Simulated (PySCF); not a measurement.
Species: C₇H₁₁OP.
Numbering: `[CH3:1][C:2](=[O:3])[CH2:4][P:5]1[CH2:6][CH:7]=[CH:8][CH2:9]1` (hydrogens: H10, H11, H12 on C1; H13, H14 on C4; H15, H16 on C6; H17 on C7; H18 on C8; H19, H20 on C9)

A GFN2-xTB structure was refined with PBE0-D3(BJ)/def2-SVP geometry optimisation, gas phase (PySCF). Its GFN2-xTB values:

```csv
coordinate,GFN2-xTB
C1–C2,1.532 Å
C1–H10,1.067 Å
C2=O3,1.212 Å
C2–C4,1.466 Å
C4–P5,1.914 Å
C4–H13,1.056 Å
P5–C6,1.869 Å
C6–C7,1.486 Å
C6–H15,1.103 Å
C7=C8,1.330 Å
C7–H17,1.079 Å
C1–C2–O3,124.0°
C1–C2–C4,113.3°
C2–C4–P5,107.4°
O3–C2–C4,122.6°
C4–P5–C6,96.8°
P5–C6–C7,106.6°
C6–P5–C9,90.5°
C6–C7–C8,116.3°
C1–C2–C4–P5,-83°
C2–C4–P5–C6,-166°
C4–P5–C6–C7,82°
C4–P5–C9–C8,-83°
```

Problem. How do these coordinates change at the PBE0-D3(BJ)/def2-SVP level?

Solution. 
| coordinate | PBE0-D3(BJ)/def2-SVP (Å or °) | change |
| --- | --- | --- |
| C4–H13 | 1.101 | +0.045 |
| C2–C4 | 1.506 | +0.040 |
| C1–H10 | 1.102 | +0.035 |
| C4–P5 | 1.883 | -0.031 |
| C1–C2 | 1.506 | -0.026 |
| C7–H17 | 1.095 | +0.016 |
| C6–C7 | 1.501 | +0.015 |
| C7=C8 | 1.337 | +0.007 |
| P5–C6 | 1.875 | +0.006 |
| C2=O3 | 1.211 | -0.001 |
| C6–H15 | 1.103 | 0.000 |
| C1–C2–C4 | 116.6 | +3.3 |
| C2–C4–P5 | 109.5 | +2.1 |
| C1–C2–O3 | 122.2 | -1.8 |
| O3–C2–C4 | 121.2 | -1.4 |
| C6–P5–C9 | 91.9 | +1.4 |
| P5–C6–C7 | 106.0 | -0.6 |
| C6–C7–C8 | 116.8 | +0.5 |
| C4–P5–C6 | 97.1 | +0.3 |
| C1–C2–C4–P5 | -88 | -5 |
| C2–C4–P5–C6 | -169 | -3 |
| C4–P5–C6–C7 | 84 | +2 |
| C4–P5–C9–C8 | -85 | -2 |

The energy falls by 5.1 kcal/mol over 7 energy and gradient evaluations, the largest force component goes from 0.0518 to 4.4e-04 Eh/bohr, and the atoms move by 0.098 Å rms after alignment. The bond that changes most is C4–H13 (sp3 carbon bound to phosphorus to methylene hydrogen), which lengthens by 0.045 Å. Bonds longer at the end by more than 0.005 Å: 12 of 20; shorter: 4. Rotational constants go from 2751, 941.6, 828.8 to 2803, 906.8, 800.2 MHz.

The run used 185 basis functions and 49 SCF cycles in all. Time: 2.2 min of wall time; peak memory 0.79 GiB. Hardware: Intel Xeon Platinum 8488C, one thread (shared host).

No PBE0-D3(BJ)/def2-SVP frequencies stand behind this structure, so it isn't proved a minimum. The numbers are those of one conformer.
